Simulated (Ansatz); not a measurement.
The first iterations of a band of ClFH2Si + H2O (8 atoms, charge 0, multiplicity 1).

Computed with Ansatz 0.2.0, RKS PBE-D4/def2-SVP.

| Property | Result |
| --- | --- |
| movable images | 5 |
| climbing image | yes |
| spring | 5.0 eV/Å² |
| optimiser | quadratic models (default) |
| start path | through a guess of the saddle point |
| force threshold | 0.05 eV/Å |
| iteration limit | 60 |
| end points | relaxed |

First end point:

```xyz
8
Properties=species:S:1:pos:R:3
Si -0.965 0.215 -0.444
F -0.192 -1.104 -1.047
H -2.107 0.456 -1.381
H -1.419 0.010 0.957
Cl 0.266 1.883 -0.636
H 1.394 -1.180 0.485
O 1.271 -0.529 1.203
H 1.752 0.250 0.863
```

Last end point:

```xyz
8
Properties=species:S:1:pos:R:3
Si -0.511 0.597 -0.059
F -0.077 -2.278 -0.172
H -0.733 0.348 -1.516
H -1.545 0.026 0.843
Cl -0.447 2.663 0.188
H 0.571 -1.665 0.168
O 0.973 -0.041 0.477
H 1.769 0.350 0.070
```

| iteration | highest image above the first end (eV) | largest band force component (eV/Å) |
| --- | --- | --- |
| 1 | 1.707 | 4.276 |
| 2 | 0.999 | 1.711 |
| 3 | 0.891 | 1.195 |
| 4 | 0.777 | 0.778 |
| 5 | 0.692 | 0.483 |

Problem. Does the band converge within its limit, and where does its top end?

Solution. The forces met the threshold. It ended after 15 iterations with the highest image 0.756 eV above the first end. A vibrational analysis at the climbing image gives one clearly imaginary mode, 519i cm⁻¹: a first-order saddle point. The orbitals stay closed-shell, which can raise the energy where a bond breaks towards radicals; this wasn't checked here.

Time of the run: 92 s on 2 threads of Arm Neoverse V1 (shared host), peak memory 0.12 GiB.
